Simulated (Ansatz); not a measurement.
Cl₅Nb, charge +1, doublet, geometry from GFN2-xTB (such geometries of metal compounds can be far from the true shape) (the multiplicity is a formal guess) (core potentials on Nb); PBE0/def2-TZVP (Ansatz, a first-principles code).

Ansatz was given this input:
Ansatz 0.2 input:
```yaml
crystal:
  periodic: [false, false, false]
  atoms:
    - {symbol: Nb, position_ang: [0.02729002, 0.16592046, -0.13871072]}
    - {symbol: Cl, position_ang: [1.97824464, -0.18680081, -1.05168105]}
    - {symbol: Cl, position_ang: [0.62431961, -1.30473457, 1.84570697]}
    - {symbol: Cl, position_ang: [-1.22195116, 0.76817675, -1.85553039]}
    - {symbol: Cl, position_ang: [-1.47094980, -1.62636147, 0.27666815]}
    - {symbol: Cl, position_ang: [0.02451960, 1.94955898, 1.11937393]}
basis:
  gaussian:
    orbitals: def2-TZVP
hamiltonian:
  xc: pbe0
total_charge: 1
magnetization: {spin_polarized: true, initial_magnetization: 1}
```

Output, abridged:

```
Functional definition: PBE0
1711 factors; their error is unknown
mean field evaluation 1: about -64140.5987 eV, gradient 2.1e1 eV
mean field evaluation 2: about -64139.3949 eV, gradient 2.8e1 eV
mean field evaluation 4: about -64142.4013 eV, gradient 2.1e0 eV
mean field evaluation 8: about -64142.4266 eV, gradient 1.8e-1 eV
mean field evaluation 16: about -64142.6327 eV, gradient 2.2e-3 eV
mean field -64142.63274538 eV, -2357.1982759547 hartree, gradient 5.7e-5 eV, S^2 0.758336; 1 other end points of the search recorded, 0 dependent functions left out
reference -64142.63278592 eV, -2357.1982774445 hartree; 49, 48 occupied and 176, 177 virtual orbitals, 1711 factors
Total energy: -64142.63278592 eV, -2357.1982774445 hartree
```
